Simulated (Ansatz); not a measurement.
```yaml
crystal:
  periodic: [false, false, false]
  atoms:
    - {symbol: B, position_ang: [-1.219529, -1.879526, 0.464718]}
    - {symbol: C, position_ang: [0.013973, -1.078836, 0.895958]}
    - {symbol: C, position_ang: [0.347410, 0.038726, 0.265392]}
    - {symbol: C, position_ang: [0.634320, 1.097269, -0.357962]}
    - {symbol: C, position_ang: [0.933593, 2.198304, -1.005811]}
    - {symbol: H, position_ang: [-1.883805, -1.488538, -0.448386]}
    - {symbol: H, position_ang: [-1.516236, -2.887645, 1.036432]}
    - {symbol: H, position_ang: [0.649503, -1.394984, 1.722308]}
    - {symbol: H, position_ang: [0.325661, 2.547572, -1.835108]}
    - {symbol: H, position_ang: [1.798312, 2.796561, -0.734541]}
basis:
  gaussian: {orbitals: def2-mTZVP, fitting: {mean_field: cc-pVTZ-jkfit}}
magnetization: {spin_polarized: true, initial_magnetization: 8}
hamiltonian: {xc: {name: wB97X-V}}
output: {forces: true}
```

```sh
$ ansatz run in.yaml --threads 2 --pin off --events-out ev --progress --plain --max-ram 4352MiB
```

It prints (some lines left out):

```
Functional definition: wB97X-V
545 factors; integrals over basis functions are off by at most 2.3e-1 eV
545 factors; integrals over basis functions are off by at most 6.0e-7 eV
mean field evaluation 1: about -4875.1987 eV, gradient 2.6e1 eV
mean field evaluation 2: about -4877.9041 eV, gradient 1.4e1 eV
mean field evaluation 4: about -4878.9556 eV, gradient 8.4e-1 eV
mean field evaluation 8: about -4878.9788 eV, gradient 5.3e-2 eV
mean field evaluation 16: about -4878.9792 eV, gradient 1.8e-3 eV
mean field evaluation 32: about -4878.9830 eV, gradient 1.5e-5 eV
mean field -4878.98304238 eV, -179.2993197139 hartree, gradient 7.1e-6 eV, S^2 20.014739; 6 other end points of the search recorded, 0 dependent functions left out
reference -4878.98304387 eV, -179.2993197686 hartree; 21, 13 occupied and 89, 97 virtual orbitals, 545 factors
Total energy: -4878.98304387 eV, -179.2993197686 hartree
Atom 0 at    -1.219529    -1.879526     0.464718 Å, force     1.718354     0.531164     1.318008 eV/Å
Atom 1 at     0.013973    -1.078836     0.895958 Å, force     0.076603    -5.288719     2.739655 eV/Å
Atom 2 at     0.347410     0.038726     0.265392 Å, force    -3.481124    -6.008583     6.262027 eV/Å
Atom 3 at     0.634320     1.097269    -0.357962 Å, force     3.291495     5.542364    -5.511621 eV/Å
Atom 4 at     0.933593     2.198304    -1.005811 Å, force     1.502050     6.910797    -3.589195 eV/Å
Atom 5 at    -1.883805    -1.488538    -0.448386 Å, force    -1.713232    -0.591556    -1.131092 eV/Å
Atom 6 at    -1.516236    -2.887645     1.036432 Å, force    -1.686200    -1.481697    -0.271324 eV/Å
Atom 7 at     0.649503    -1.394984     1.722308 Å, force     0.107626    -0.712080     0.677558 eV/Å
Atom 8 at     0.325661     2.547572    -1.835108 Å, force    -0.043161     0.522711    -0.352421 eV/Å
Atom 9 at     1.798312     2.796561    -0.734541 Å, force     0.227588     0.575598    -0.141594 eV/Å
Dipole moment:     0.104190    -0.133374    -0.030591 e Å
```

(1) Something in this input is off. What?

Answers

(1) The spin is set far too high for this molecule. Self-consistency was reached. The result belongs to that input, not to the molecule as meant.
